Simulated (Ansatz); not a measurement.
Mulliken charges of `O[SiH]1[AlH][Al]1[F]` from B3LYP/def2-TZVPP in Ansatz (PBE0-D4/def2-TZVP geometry).

```tsv
atom	x (Å)	y (Å)	z (Å)	charge (e)
O1	0.121	0.979	2.219	-0.384
Si2	-0.200	0.429	0.699	0.254
Al3	-0.349	-1.667	-0.441	0.113
Al4	-0.283	0.545	-1.679	0.356
F5	-0.572	1.518	-2.983	-0.336
H6	0.500	1.857	2.308	0.187
H7	1.045	-0.474	0.090	-0.085
H8	-0.169	-3.243	-0.268	-0.107
```

Question: By hand: the dipole of these point charges (1 e Å = 4.8032 D).

Answer: Σ q r = (-0.022, -0.037, 0.133) e Å, of length 0.140 e Å = 0.67 D.

Question: How does the dipole of the full density compare? (Estimate.)

Answer: The calculation gave: (0.085, 0.075, 0.201) e Å, 1.11 D; the point charges give 0.60 times that, at 47° from its direction.

Point charges leave out the atoms' own dipoles, such as those of lone pairs, and Mulliken's split depends on the basis, so the two needn't agree.

B3LYP here is the variant with VWN-RPA as its local correlation; programs differ in this.
